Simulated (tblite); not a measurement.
C6H6O3.
Numbering: `[CH3:1][C:2](=[O:3])[O:4][c:5]1[cH:6][cH:7][cH:8][o:9]1` (hydrogens: H10, H11, H12 on C1; H13 on C6; H14 on C7; H15 on C8)

Computed with GFN2-xTB (tblite), gas phase: Langevin dynamics at 300 K from the optimised GFN2-xTB geometry, time step 0.5 fs, friction 0.01 fs⁻¹, 2000 steps.

Start geometry:
```
atom  x, y, z in Å
C1      3.005    0.111   -0.297
C2      1.653   -0.240    0.256
O3      1.437   -0.923    1.217
O4      0.693    0.337   -0.501
C5     -0.630    0.175   -0.215
C6     -1.326   -0.492    0.748
C7     -2.692   -0.237    0.458
C8     -2.709    0.554   -0.645
O9     -1.452    0.813   -1.064
H10     3.777   -0.349    0.311
H11     3.126    1.191   -0.301
H12     3.079   -0.242   -1.323
H13    -0.922   -1.079    1.544
H14    -3.535   -0.601    1.006
H15    -3.507    0.988   -1.213
```

The statistics below take the 31 frames saved every 25 fs from 250 to 1000 fs; their kinetic temperature (all 3N coordinates) averages 284 K.

Q: How do the bond lengths spread?

A: 
| bond | start (Å) | mean (Å) | standard deviation (Å) | shortest (Å) | longest (Å) |
| --- | --- | --- | --- | --- | --- |
| C1–C2 | 1.503 | 1.511 | 0.033 | 1.443 | 1.588 |
| C2=O3 | 1.198 | 1.199 | 0.017 | 1.163 | 1.239 |
| C2–O4 | 1.351 | 1.358 | 0.029 | 1.306 | 1.409 |
| O4–C5 | 1.363 | 1.360 | 0.022 | 1.313 | 1.417 |
| C5–C6 | 1.362 | 1.363 | 0.019 | 1.322 | 1.408 |
| C6–C7 | 1.419 | 1.421 | 0.018 | 1.394 | 1.459 |
| C7–C8 | 1.357 | 1.359 | 0.025 | 1.307 | 1.406 |
| C8–O9 | 1.350 | 1.357 | 0.023 | 1.307 | 1.390 |
| C5–O9 | 1.343 | 1.356 | 0.023 | 1.311 | 1.390 |
| C1–H10 | 1.085 | 1.089 | 0.033 | 1.036 | 1.174 |
| C1–H11 | 1.087 | 1.087 | 0.028 | 1.044 | 1.153 |
| C1–H12 | 1.087 | 1.100 | 0.048 | 1.011 | 1.212 |
| C6–H13 | 1.069 | 1.069 | 0.028 | 1.009 | 1.144 |
| C7–H14 | 1.070 | 1.072 | 0.024 | 1.031 | 1.122 |
| C8–H15 | 1.071 | 1.075 | 0.028 | 0.995 | 1.139 |

Q: Give the same statistics for bond angles, one of each kind among heavy atoms.

A: 
```csv
angle,start (°),mean (°),standard deviation (°),smallest (°),largest (°)
C1–C2–O3,126.1,125.8,2.8,120.4,132.5
C1–C2–O4,109.5,109.4,2.6,102.9,113.9
O3–C2–O4,124.4,124.2,2.3,120.4,128.9
C2–O4–C5,121.4,120.4,3.3,112.8,129.0
O4–C5–C6,134.6,134.0,3.0,127.6,140.1
O4–C5–O9,113.9,114.4,3.0,108.8,119.5
C6–C5–O9,111.5,111.1,1.9,105.7,114.9
C5–C6–C7,105.0,105.5,2.2,102.3,111.8
C6–C7–C8,106.5,106.4,2.6,101.4,110.4
C7–C8–O9,110.6,110.6,2.5,106.1,115.6
C5–O9–C8,106.4,106.1,2.1,102.3,110.6
```

Q: How far does each atom move about its mean position (frames aligned on the start, all atoms weighted alike), and what rms force does it feel?

A: 
```tsv
atom	rms displacement (Å)	rms force (eV/Å)
C1	0.09	2.14
C2	0.18	1.91
O3	0.40	1.52
O4	0.25	1.40
C5	0.18	1.60
C6	0.21	1.69
C7	0.12	1.79
C8	0.18	1.99
O9	0.24	1.48
H10	0.96	1.11
H11	0.97	0.96
H12	1.09	1.48
H13	0.40	1.05
H14	0.27	0.86
H15	0.34	1.03
```

The displacements run from 0.09 to 1.09 Å, the largest at H12.

Q: Follow the torsions C1–C2–O4–C5 and C2–O4–C5–C6 through every second one of these frames.

A: 
```
t (fs)  C1–C2–O4–C5 (°)  C2–O4–C5–C6 (°)
   250              168               25
   300              154               27
   350              165               -9
   400              163               -5
   450              177              -21
   500             -176              -13
   550             -160              -30
   600             -170              -12
   650              180                5
   700              171               24
   750              177               31
   800             -164               24
   850             -156               20
   900             -172               35
   950             -175               32
  1000             -171               23
```

Largest departure from the start value over all these frames: C1–C2–O4–C5 25° (start 180°), C2–O4–C5–C6 40° (start 0°).

Q: How widely does the potential energy scatter, against a harmonic estimate?

A: Mean 0.44 eV above the start, standard deviation 0.100 eV, range 0.29 to 0.68 eV. For 39 classical harmonic modes at 300 K the canonical values are 39kT/2 = 0.50 eV and kT·√(39/2) = 0.114 eV.

The run is classical and short, so these are rough statistics of one trajectory.

What follows is the cost of the whole dynamics run. Time: 11 s of wall time; peak memory 0.18 GiB. Hardware: one thread, Arm Neoverse V1 (aarch64), no GPU, shared host with 32 logical CPUs at a one-minute load of 13.
